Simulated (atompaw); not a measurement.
## Pseudopotential generation for platinum (Pt): PAW (atompaw), LDA (PW92), scalar-relativistic.

Input for atompaw 4.2.0.5:

```
Pt 78
LDA-PW scalarrelativistic loggrid 2001 logderivrange -10 5 376
6 6 5 4 0 0
6 0 0.5
6 1 0
5 2 9
0 0 0
c
c
c
c
v
v
c
c
c
v
v
c
c
v
c
3
2.20 2.20 1.45 1.65
n
n
y
0.95
n
y
0.4
n
bloechl besselshape
bessel
PWSCFOUT
UPFDX 0.0125d0 UPFXMIN -7.d0 UPFZMESH 78.d0
END
```

Command:

```bash
atompaw < Pt.input > Pt.log
```

The program printed (summary file):

```
Completed calculations for Pt (AE)

 Exchange-correlation type: LDA, Perdew-Wang correlation

 Radial integration grid is logarithmic
 r0 =   8.7953405E-05 h =   6.8603656E-03   n =      2001 rmax =   8.0000000E+01

 Scalar relativistic calculation

 AEatom converged in  37 iterations
   nz     =  78.00
   delta  =       9.489473664190E-17

 All Electron Orbital energies:
  n  l      occupancy      energy
  1  0      2.0000000E+00 -5.7607980E+03
  2  0      2.0000000E+00 -1.0123513E+03
  3  0      2.0000000E+00 -2.3799136E+02
  4  0      2.0000000E+00 -5.1322061E+01
  5  0      2.0000000E+00 -7.8055073E+00
  6  0      5.0000000E-01 -6.9876502E-01
  2  1      6.0000000E+00 -8.7764759E+02
  3  1      6.0000000E+00 -1.9877397E+02
  4  1      6.0000000E+00 -3.8458093E+01
  5  1      6.0000000E+00 -4.4323921E+00
  6  1      0.0000000E+00 -2.7584008E-01
  3  2      1.0000000E+01 -1.5619754E+02
  4  2      1.0000000E+01 -2.2840014E+01
  5  2      9.0000000E+00 -7.6065841E-01
  4  3      1.4000000E+01 -5.4742297E+00

 Total energy
   Total                    :   -36806.19238716531254

 ---
 Completed calculations for Pt (SC)

 Exchange-correlation type: LDA, Perdew-Wang correlation

 Radial integration grid is logarithmic
 r0 =   8.7953405E-05 h =   6.8603656E-03   n =      2001 rmax =   8.0000000E+01

 Scalar relativistic calculation

 SCatom converged in   2 iterations
   nz     =  78.00
   delta  =       1.312824163663E-17

 Valence Electron Orbital energies:
  n  l      occupancy      energy
   5  0      2.0000000E+00 -7.8055073E+00
   6  0      5.0000000E-01 -6.9876502E-01
   5  1      6.0000000E+00 -4.4323921E+00
   6  1      0.0000000E+00 -2.7584008E-01
   5  2      9.0000000E+00 -7.6065841E-01

 Total energy
   Total                    :   -36806.19238715878600
   Valence                  :     -895.54036128931955

 PAW parameters:
       lmax =            3
         rc =    2.2122648108358112
        irc =         1478
   rc_shape =    2.2122648108358112
    rc_vloc =    1.4557392293265345
    rc_core =    1.6584246772892950
   Vloc: truncated form - Vps(r)=A.sin(qr)/r for r<rc
   Projector type: Bloechl + Gram-Schmidt ortho.
   Bessel compensation charge shape zeroed at rc

 Number of basis functions     7
 No.   n  nodes  l      Energy         Cp coeff         Occ
  1    5    4    0   -0.7805507E+01  0.2119563E+01  0.2000000E+01
  2    6    5    0   -0.6987650E+00 -0.2871623E+01  0.5000000E+00
  3    5    3    1   -0.4432392E+01  0.3633821E+01  0.6000000E+01
  4    6    4    1   -0.2758401E+00  0.2345656E+01  0.0000000E+00
  5    5    2    2   -0.7606584E+00  0.3097730E+01  0.9000000E+01
  6  999    3    2    0.9500000E+00  0.3731123E+01  0.0000000E+00
  7  999    1    3    0.4000000E+00  0.3165041E-01  0.0000000E+00

 Eigenvalues of overlap operator (in the basis of projectors):
    1        2.02695210E-01
    2        3.68785881E-01
    3        1.02874742E+00
    4        2.62560455E+00
    5        2.65974141E+00
    6        8.99973679E+00
    7        9.23092339E+00

 Orbital leakage outside PAW augmentation regions
   orb  is_core?  %out_of_sphere
   1 0    T           0.00
   2 0    T           0.00
   3 0    T          -0.00
   4 0    T           0.00
   5 0    F           0.16
   6 0    F          69.84
   2 1    T          -0.00
   3 1    T           0.00
   4 1    T           0.00
   5 1    F           1.12
   6 1    F          91.62
   3 2    T           0.00
   4 2    T           0.00
   5 2    F          19.42
   4 3    T           0.01

 Summary of PAW energies
   Total valence energy     :   -895.54037220486623
   Smooth energy            :     50.74463081073721
   One center               :   -946.28500301560348
   Smooth kinetic           :     73.01136105954757
   Vloc energy              :     -9.77948046897893
   Smooth exch-corr         :    -24.42982327976098
   One-center xc            :   -663.21715817018116
```

The run took about 23 s on one core of a shared server CPU.
